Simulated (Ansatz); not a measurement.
C2H9NOSi2 (`C=C[Si](N)(O)[SiH3]`). Charge 0, multiplicity 1. The geometry is a stationary point of PBE0-D4/def2-TZVP. It is one conformer, not always the lowest.

```xyz
15

C    -0.374    2.191   -1.113
C    -0.153    1.506    0.007
Si   -0.284   -0.347    0.095
N    -1.101   -0.685    1.560
O    -1.006   -0.918   -1.282
Si    1.795   -1.423    0.118
H    -0.280    3.273   -1.163
H    -0.654    1.690   -2.035
H     0.145    2.058    0.898
H    -1.752   -0.039    1.974
H    -1.195   -1.614    1.933
H    -1.931   -0.694   -1.407
H     1.645   -2.846    0.539
H     2.700   -0.755    1.095
H     2.447   -1.396   -1.218
```

(1) What is the dipole moment at PBE/def2-TZVPP? (Best estimate.)

(2) And with r2SCAN, B3LYP, ωB97M-V? (Estimate.)

(3) Give the Mulliken charges with PBE, ωB97M-V, B3LYP in def2-TZVPP. (An estimate is asked.)

Results:

(1) The calculation gave: 2.67 D, with components (-2.29, 0.94, 1.01) D in this frame, pointing from negative to positive charge.

(2) Ansatz gave: r2SCAN 2.71 D, B3LYP 2.70 D, ωB97M-V 2.74 D.

(3) Ansatz gave: 
```tsv
atom	PBE	ωB97M-V	B3LYP
C1	-0.18	-0.19	-0.20
C2	-0.21	-0.28	-0.25
Si3	0.46	0.54	0.57
N4	-0.39	-0.36	-0.41
O5	-0.34	-0.37	-0.39
Si6	0.05	0.02	0.11
H7	0.10	0.11	0.11
H8	0.09	0.10	0.10
H9	0.09	0.11	0.10
H10	0.15	0.12	0.14
H11	0.15	0.12	0.14
H12	0.18	0.17	0.17
H13	-0.06	-0.03	-0.07
H14	-0.05	-0.03	-0.07
H15	-0.05	-0.02	-0.06
```

B3LYP here is the variant with VWN-RPA as its local correlation; programs differ in this.
